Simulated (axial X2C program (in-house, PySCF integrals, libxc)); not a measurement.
AsF: nuclear properties from DFT to coupled cluster

Computed with an in-house all-electron X2C program for linear molecules (integrals from PySCF): two-component X2C with atomic mean-field Coulomb and Gaunt terms, Gaussian nuclei, basis As dyall-acv3z, F dyall-av3z with contracted cores.

R = 1.745 Å (near the PBE0 minimum at charge 0 of the determinant lowest at the starting distance; the state shown can have its own minimum elsewhere); state Ω = 1 (⟨Sz⟩ = 1.00, ⟨Lz⟩ = 0.00 at PBE0).

| level | Eeff magnitude (GV/cm) | Ws magnitude As (kHz) | A∥/gI As (MHz) | qzz As (a.u.) | A∥/gI F (MHz) | μ (D) |
| --- | --- | --- | --- | --- | --- | --- |
| PBE0 | 0.296 | 0.143 | -527 | 2.88 | -16 | -1.70 |
| HF | 1.01 | 0.447 | -383 | 3.01 | 14.3 | -2.05 |
| B3LYP | 0.125 | 0.0705 | -469 | 3.03 | -17.8 | -1.73 |

Eeff is the effective electric field on the electron electric dipole moment in this Ω state and Ws the scalar–pseudoscalar constant of the nucleus named (defined with the proton number Z and per Ω); A∥ (defined per Ω) follows by multiplying with gI = μI/(I μN); qzz is the electric field gradient, eQq0 = 234.96 MHz × Q/barn × qzz; μ is positive if the F end (last atom) is positive. The operators were transformed with the bare-nucleus X2C matrices; with these basis sets, hyperfine constants and field gradients can be off by tens of per cent, and where levels differ in sign neither size nor sign is settled.

Finite-field MP2, CCSD and CCSD(T), with 22 electrons correlated in 130 natural virtual spinors (MP2 remainder added):

| level | Eeff magnitude (GV/cm) | Ws magnitude As (kHz) | A∥/gI As (MHz) | qzz As (a.u.) | A∥/gI F (MHz) | μ (D) |
| --- | --- | --- | --- | --- | --- | --- |
| MP2 | 0.0367 | 0.00311 | -485 | 3.07 | -26.4 | -1.82 |
| CCSD | 0.162 | 0.083 | -352 | 2.97 | -11.8 | -1.84 |
| CCSD(T) | 0.0843 | 0.05 | -342 | 2.93 | -13.9 | -1.77 |

T1 = 0.015 (Lee–Taylor). One unrestricted determinant, the lowest of a limited PBE0 search, is the reference; the functionals treat spin collinearly. With several open shells it need not be a pure state. The sign of Eeff is opposite to CCSD(T) at MP2. Eeff spreads by more than a factor of two over the levels. Correlation of the inner shells is missing, which matters for properties at the nucleus. Number of frozen shells: As 3 s, 2 p; F 1 s.

**Question.** By how much does correlation change each value, CCSD(T) against HF?

**Answer.** Eeff magnitude -92 %; Ws magnitude As -89 %; A∥/gI As -11 %; qzz As -3 %; A∥/gI F from 14.3 to -13.9, a change of sign; μ -14 %.
